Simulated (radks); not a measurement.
The osmium ion Os3+, configuration [Xe] 4f14 5d4 6s1 (not the ground configuration). Calculated with a radial shooting solver on a logarithmic mesh with Libxc functionals: scalar-relativistic Kohn-Sham, PBE, spin-polarised, spherical densities, point nucleus; open shells are filled with parallel spins first (spin-orbit coupling, left out, can overturn this in heavy ions).

Normalised radial functions P(r) = r R(r), r in bohr:

```
   r/bohr * 5s down, o 4f up (the largest magnitude, 1.32, reaches the edge; | marks zero, & curves that meet)
0.0006625                             o*
 0.001037                             o *
  0.00161                             o *
  0.00252                             o  *
 0.003913                             o   *
 0.006124                             o   *
 0.009585                             o   *
  0.01488                             o *
   0.0233                            *o
  0.03646                        *    o
  0.05661                       *     |o
  0.08861                             |* o
   0.1376                             |       o*
   0.2153                             *                 o
   0.3371               *             |                          o
   0.5233                             | *                       o
   0.8191                             |               o       *
    1.282                             |     o          *
    1.991                             |o  *
    3.116                             &
    4.838                             &
    7.572                             &
```

5s down: eigenvalue -124.40 eV, 4 radial nodes at r = 0.0210, 0.0840, 0.218, 0.509 bohr, <r> = 0.996 bohr, 90 % of the charge inside 1.42 bohr. 4f up: eigenvalue -86.728 eV, 0 radial nodes, <r> = 0.557 bohr, 90 % of the charge inside 0.910 bohr.
